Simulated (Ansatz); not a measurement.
Gas-phase electronic energies from Ansatz, PBE0-D4/def2-TZVP geometries. CCSD(T)/CBS is the MP2 limit (def2-TZVPP, def2-QZVPP) plus CCSD(T) − MP2 in def2-TZVPP, frozen cores. This one scheme is used for every species. Functionals use def2-TZVPP. B3LYP here is the variant with VWN-RPA as its local correlation; programs differ in this. Triplets are unrestricted, without spin–orbit coupling. Each species was taken in one conformer, which may not be the lowest.

Reaction (formal loss of a carbene): `CNC[SiH2]Cl` → `[CH2]` (triplet) + `NC[SiH2]Cl`

Task: Is it downhill or uphill in electronic energy at CCSD(T)/CBS, and by how much? (Best estimate.)

Result: The calculation gave: Uphill: ΔE = +401.7 kJ/mol.

Task: What do these levels give: PBE-D4, PBE0-D4, B3LYP-D4, ωB97M-V, r2SCAN, HF/def2-TZVPP, MP2/def2-TZVPP, CCSD/def2-TZVPP, CCSD(T)/def2-TZVPP, HF/def2-QZVPP, MP2/def2-QZVPP, CCSD/CBS(def2)? (Best estimate.)

Result: The calculation gave: PBE-D4 410.8, PBE0-D4 401.1, B3LYP-D4 397.8, ωB97M-V 405.1, r2SCAN 377.8, HF/def2-TZVPP 255.4, MP2/def2-TZVPP 403.2, CCSD/def2-TZVPP 380.5, CCSD(T)/def2-TZVPP 392.1, HF/def2-QZVPP 255.5, MP2/def2-QZVPP 408.8, CCSD/CBS(def2) 390.1 kJ/mol.

Largest T1 diagnostic among the species: 0.011.

The D4 term adds +12.2 kJ/mol with B3LYP and +6.8 kJ/mol with PBE0; it sums over pairs of atoms, weighted by their polarisabilities, and B3LYP, whose exchange is more repulsive, gets the larger term. In def2-TZVPP, CCSD(T) changes the Hartree–Fock value by +136.7 kJ/mol (the triples alone add +11.6 kJ/mol) and MP2 by +147.8 kJ/mol.
